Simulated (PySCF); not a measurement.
## Calculated NMR data

Rapidly exchanging positions averaged, no relativistic terms, one conformer, in vacuum. GIAO PBE0/pcSseg-1 shieldings; geometry: GFN2-xTB; PySCF.

Referencing at the same level of theory: 1H, 13C against TMS. Splittings of carbon signals by F and P are missing where no couplings were computed. Where no couplings were computed, multiplicities follow the n + 1 count of equivalent neighbours, and m marks all less simple cases (inequivalent or close neighbours, rings, F or P nearby). Shifts are as computed. Against solution values, carbons near 30 ppm lie about +3 ppm off and those near 130 ppm about +5 ppm. Of 1211 compounds with measured shifts, 218 miss one by over three times the rms of a fit or turn the order of signals round; such compounds aren't used in these exercises.

**1.** SMILES N#C[C@H]1[C@@H]2CC[C@H]1C[C@@H](F)C2, C$_{9}$H$_{12}$FN. 1H NMR (500 MHz, computed): δ 4.94 (m, 1H), 2.46 (m, 1H), 2.37 (m, 2H), 2.26 (m, 2H), 2.24 (m, 2H), 2.01 (m, 2H), 1.87 (m, 2H). 13C{1H} NMR (computed): δ 125.7 (C), 90.6 (CH), 41.0 (CH), 38.8 (CH2), 36.1 (CH), 30.7 (CH2).

**2.** SMILES C[SiH2]CO/C([SiH3])=C\[SiH2]F, C$_{4}$H$_{13}$FOSi$_{3}$. 1H NMR (500 MHz, computed): δ 5.78 (m, 2H), 5.15 (m, 1H), 4.29 (m, 2H), 4.11 (s, 3H), 3.47 (t, 2H), 0.33 (t, 3H). 13C{1H} NMR (computed): δ 183.6 (C), 105.9 (CH), 55.4 (CH2), -8.6 (CH3).
